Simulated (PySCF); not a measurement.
Radial density of Cu²⁺ (copper, charge +2)

PBE, [Ar] 3d9, 2D determinant. All numbers are calculated (PySCF 2.14, a scalar-relativistic core potential, in aug-cc-pVDZ-PP with ECP10MDF). This is the valence pseudo-density: the core potential removes the inner electrons and smooths the orbitals near the nucleus.

| r (bohr) | 4πr²ρ (e/bohr) | 4πr²(ρα − ρβ) |
| --- | --- | --- |
| 0.00676 | 1.433e-05 | 0.0000 |
| 0.0114 | 4.025e-05 | 0.0000 |
| 0.0191 | 0.0001177 | 0.0000 |
| 0.0322 | 0.0004874 | 0.0000 |
| 0.0541 | 0.004716 | 0.0004 |
| 0.0911 | 0.06447 | 0.0070 |
| 0.153 | 0.6475 | 0.0700 |
| 0.258 | 4.135 | 0.3715 |
| 0.433 | 16.56 | 0.9786 |
| 0.729 | 20.55 | 1.0436 |
| 1.23 | 6.217 | 0.4108 |
| 2.06 | 0.7542 | 0.0561 |
| 3.47 | 0.04199 | 0.0018 |
| 5.84 | 1.871e-05 | 0.0000 |

Energies and moments cover only the electrons outside the core potential.
